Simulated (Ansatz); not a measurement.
Stepwise reaction of `[NH2][Ti]([NH2])([NH2])[NH2]` with hydrogen chloride, as a gas-phase model of exchange steps in deposition or etching. ΔE in kJ/mol.

Computed with Ansatz on PBE0-D4/def2-TZVP structures; ΔE is electronic, products minus reactants. CCSD(T)/CBS is the MP2 limit (def2-TZVPP, def2-QZVPP) plus CCSD(T) − MP2 in def2-TZVPP, frozen cores. This one scheme is used for every species. Functionals use def2-TZVPP. B3LYP here is the variant with VWN-RPA as its local correlation; programs differ in this. For Ti outer-core shells are correlated without core-valence functions, which leaves a few kJ/mol of doubt a bond. Scalar relativity is left out up to krypton. Each species was taken in one conformer, which may not be the lowest.

```json
{"step": "1", "reaction": "`[NH2][Ti]([NH2])([NH2])[NH2]` + HCl → `[NH2][Ti]([NH2])([NH2])[Cl]` + NH₃", "PBE-D4": "-113.8", "B3LYP-D4": "-112.9", "ωB97M-V": "-111.5", "CCSD(T)/CBS": "-111.2"}
{"step": "2", "reaction": "`[NH2][Ti]([NH2])([NH2])[Cl]` + HCl → `[NH2][Ti]([NH2])([Cl])[Cl]` + NH₃", "PBE-D4": "-89.1", "B3LYP-D4": "-88.5", "ωB97M-V": "-86.4", "CCSD(T)/CBS": "-86.4"}
{"step": "3", "reaction": "`[NH2][Ti]([NH2])([Cl])[Cl]` + HCl → `[NH2][Ti]([Cl])([Cl])[Cl]` + NH₃", "PBE-D4": "-78.7", "B3LYP-D4": "-77.0", "ωB97M-V": "-73.9", "CCSD(T)/CBS": "-74.6"}
{"step": "4", "reaction": "`[NH2][Ti]([Cl])([Cl])[Cl]` + HCl → `[Cl][Ti]([Cl])([Cl])[Cl]` + NH₃", "PBE-D4": "-74.0", "B3LYP-D4": "-70.2", "ωB97M-V": "-65.6", "CCSD(T)/CBS": "-68.0"}
```

By hand: ΔE of the 4 steps together at CCSD(T)/CBS.

(-111.2) + (-86.4) + (-74.6) + (-68.0) = -340.2 kJ/mol, or -85.0 kJ/mol a step.

In ΔE each step is higher than the one before. All are downhill at CCSD(T)/CBS. PBE-D4 differs from CCSD(T)/CBS by -6.0 to -2.6 kJ/mol a step. Isolated molecules leave out the surface, adducts and barriers. Largest T1 diagnostic: 0.025.
